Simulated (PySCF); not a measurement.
# How the method moves the HOMO and LUMO of `BC(=C)[SiH2]C`

C3H9BSi.
Cartesian coordinates in Å at the PBE0-D3(BJ)/def2-SVP level; atoms count from 1:
```xyz
14
C3H9BSi angstrom
B      1.094    1.465    0.731
C      0.950    0.085    0.045
C      1.963   -0.325   -0.753
Si    -0.580   -0.981    0.302
C     -2.126   -0.077   -0.269
H      0.234    1.910    1.460
H      2.090    2.129    0.538
H      1.959   -1.289   -1.279
H      2.851    0.302   -0.911
H     -0.712   -1.318    1.755
H     -0.412   -2.261   -0.461
H     -3.024   -0.695   -0.114
H     -2.254    0.860    0.295
H     -2.061    0.172   -1.339
```

Basis pcSseg-1 throughout (PySCF), one geometry. One conformer (not necessarily the lowest) at the PBE0-D3(BJ)/def2-SVP geometry, without solvent, vibrations or thermal averaging.

Question: How do the orbital energies, the gap and the dipole change with the method?

Answer: 
```json
{"method": "BLYP", "kind": "GGA", "HOMO (eV)": "-6.93", "LUMO (eV)": "-3.01", "gap (eV)": "3.92", "μ (D)": "1.07", "SCF cycles": "14"}
{"method": "OPBE", "kind": "GGA", "HOMO (eV)": "-6.99", "LUMO (eV)": "-3.05", "gap (eV)": "3.94", "μ (D)": "1.09", "SCF cycles": "14"}
{"method": "PBE", "kind": "GGA", "HOMO (eV)": "-7.03", "LUMO (eV)": "-3.20", "gap (eV)": "3.84", "μ (D)": "1.09", "SCF cycles": "14"}
{"method": "B97-D", "kind": "GGA", "HOMO (eV)": "-7.03", "LUMO (eV)": "-3.00", "gap (eV)": "4.03", "μ (D)": "1.07", "SCF cycles": "14"}
{"method": "LDA", "kind": "LDA", "HOMO (eV)": "-7.11", "LUMO (eV)": "-3.47", "gap (eV)": "3.65", "μ (D)": "1.10", "SCF cycles": "14"}
{"method": "KT2", "kind": "GGA", "HOMO (eV)": "-7.12", "LUMO (eV)": "-3.16", "gap (eV)": "3.96", "μ (D)": "1.09", "SCF cycles": "14"}
{"method": "BP86", "kind": "GGA", "HOMO (eV)": "-7.14", "LUMO (eV)": "-3.27", "gap (eV)": "3.87", "μ (D)": "1.09", "SCF cycles": "14"}
{"method": "KT3", "kind": "GGA", "HOMO (eV)": "-7.15", "LUMO (eV)": "-3.07", "gap (eV)": "4.08", "μ (D)": "1.07", "SCF cycles": "14"}
{"method": "B97-2", "kind": "global hybrid", "HOMO (eV)": "-8.04", "LUMO (eV)": "-2.20", "gap (eV)": "5.84", "μ (D)": "1.07", "SCF cycles": "12"}
{"method": "B3LYP", "kind": "global hybrid", "HOMO (eV)": "-8.06", "LUMO (eV)": "-2.39", "gap (eV)": "5.67", "μ (D)": "1.07", "SCF cycles": "13"}
{"method": "PBE0", "kind": "global hybrid", "HOMO (eV)": "-8.30", "LUMO (eV)": "-2.21", "gap (eV)": "6.09", "μ (D)": "1.08", "SCF cycles": "13"}
{"method": "mPW1PW91", "kind": "global hybrid", "HOMO (eV)": "-8.31", "LUMO (eV)": "-2.20", "gap (eV)": "6.12", "μ (D)": "1.07", "SCF cycles": "12"}
{"method": "BHandHLYP", "kind": "global hybrid", "HOMO (eV)": "-9.18", "LUMO (eV)": "-1.08", "gap (eV)": "8.10", "μ (D)": "1.07", "SCF cycles": "11"}
{"method": "CAM-B3LYP", "kind": "range-separated hybrid", "HOMO (eV)": "-9.56", "LUMO (eV)": "-1.05", "gap (eV)": "8.51", "μ (D)": "1.05", "SCF cycles": "12"}
{"method": "wB97X-D", "kind": "range-separated hybrid", "HOMO (eV)": "-10.10", "LUMO (eV)": "-0.34", "gap (eV)": "9.76", "μ (D)": "1.04", "SCF cycles": "13"}
{"method": "HF", "kind": "Hartree–Fock", "HOMO (eV)": "-10.52", "LUMO (eV)": "1.54", "gap (eV)": "12.06", "μ (D)": "1.14", "SCF cycles": "10"}
{"method": "LC-wPBE", "kind": "range-separated hybrid", "HOMO (eV)": "-10.94", "LUMO (eV)": "0.08", "gap (eV)": "11.02", "μ (D)": "1.04", "SCF cycles": "12"}
```

The HOMO spans 4.02 eV, from BLYP down to LC-wPBE, and the gap runs from 3.65 eV (LDA) to 12.06 eV (HF). Over the methods BLYP (0 %), OPBE (0 %), PBE (0 %), B97-D (0 %), LDA (0 %), KT2 (0 %), BP86 (0 %), KT3 (0 %), B97-2 (21 %), B3LYP (20 %), PBE0 (25 %), mPW1PW91 (25 %), BHandHLYP (50 %), HF (100 %), a straight line through the gap against the share of exact exchange rises by 0.82 eV for each 10 % (correlation coefficient 0.999). The dipole ranges from 1.04 D (LC-wPBE) to 1.14 D (HF). This basis has no diffuse functions.
